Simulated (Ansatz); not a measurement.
Reaction (formal exchange of groups at the Si–O bond): `[SiH3][SiH2]OBCl` + `BF` → `FB[SiH2][SiH3]` + `OBCl`

Program: Ansatz. Geometries: PBE0-D4/def2-TZVP. ΔE: electronic, gas phase. CCSD(T)/CBS adds triple-zeta CCSD(T) − MP2 to the extrapolated MP2 energy (def2 sets, frozen cores). This one scheme is used for every species. DFT in def2-TZVPP. One conformer a species, not always the lowest.

```csv
level,ΔE (eV)
r2SCAN-D4,0.89
MP2/def2-TZVPP,1.07
CCSD(T)/def2-TZVPP,0.99
MP2/CBS(def2),1.08
```

Problem. What does CCSD(T)/CBS give? (Estimate.)

Solution. The calculation gave: +0.99 eV. The listed levels differ from it by -0.10, 0.08, 0.00, 0.09 eV.

Largest T1 diagnostic among the species: 0.015.

From PBE to PBE0 (25 % exact exchange), in def2-TZVPP and without D4, ΔE moves by +0.09 eV. The D4 term adds +0.05 eV with B3LYP and +0.03 eV with PBE0; it sums over pairs of atoms, weighted by their polarisabilities, and B3LYP, whose exchange is more repulsive, gets the larger term.

B3LYP here is the variant with VWN-RPA as its local correlation; programs differ in this.
